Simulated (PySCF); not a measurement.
# Excitation energy of Cd by level of theory

Cd [Kr] 4d10 5s2 (1S) → Cd [Kr] 4d10 5s1 5p1, s spin flipped, as a difference of total energies. All numbers are calculated (PySCF 2.14, scalar relativity through the core potential, in def2-TZVPPD with the def2 core potential (28 electrons)). Correlated levels: valence and next inner shell: nothing frozen outside the core potential. The calculations carry no spin-orbit coupling.

| method | excitation energy (cm⁻¹) |
| --- | --- |
| UHF | 31778 |
| MP2 (valence and next inner shell) | 38232 |
| SCS-MP2 (valence and next inner shell) | 37834 |

The upper determinant mixes two multiplicities, so it lies between the two terms.

The coupled-cluster amplitudes are large for the upper state (T1 above 0.03 or a double amplitude above 0.15), so a single reference is strained.
